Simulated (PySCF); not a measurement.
Si(F)2(I)(OH) (F2HIOSi), SMILES I[Si](O)(F)F. Geometry: B3LYP-D3(BJ)/def2-SVP. The def2 effective core potentials stand for the cores of I; spin–orbit coupling is left out. One conformer was computed; it need not be the lowest.

### Question
Give the equilibrium geometry at B3LYP-D3(BJ)/def2-SVP (PySCF confirms it by a frequency run) as Cartesian coordinates in Å, and its point group. (The exact figures need the calculation; the answer reports its results.)

### Answer
One answer among several that fit: point group Cs.
```xyz
6

O      1.5424     1.7252     0.0000
Si    -0.0003     1.1914     0.0000
F     -0.8044     1.7472     1.2797
F     -0.8044     1.7472    -1.2797
I      0.0084    -1.2190     0.0000
H      1.7014     2.6785     0.0000
```
Charge 0, spin multiplicity 1.
